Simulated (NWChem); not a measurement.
System: BNH₄O; SMILES NBO

```xyz
7

B     -0.4917    -0.0570     0.0000
H     -1.7017    -0.0700     0.0000
O      0.1346    -1.2702     0.0000
H      1.0950    -1.2137     0.0000
N      0.1805     1.1786     0.0000
H     -0.3244     2.0532     0.0000
H      1.1858     1.2936     0.0000
```
Atoms are numbered in this order, from 1.

Level: PBE0/def2-SVP (NWChem), optimised geometry, unscaled harmonic frequencies. 

```tsv
frequency (cm⁻¹)	IR intensity (km/mol)
431	129.6
441	5.0
489	110.6
618	89.3
851	20.5
922	8.8
1001	93.8
1105	2.4
1216	35.0
1449	252.6
1602	209.9
2620	152.1
3637	29.8
3748	33.3
3906	34.8
```

zero-point energy: 34.3 kcal/mol
thermal correction to the enthalpy at 298.15 K (with zero-point energy): 37.4 kcal/mol
heat capacity Cv: 13.0 cal/(mol K)
entropy at 298.15 K and 1 atm (symmetry number 1): 62.4 cal/(mol K)
dipole moment: 3.07 D

Rigid rotor and harmonic oscillator.
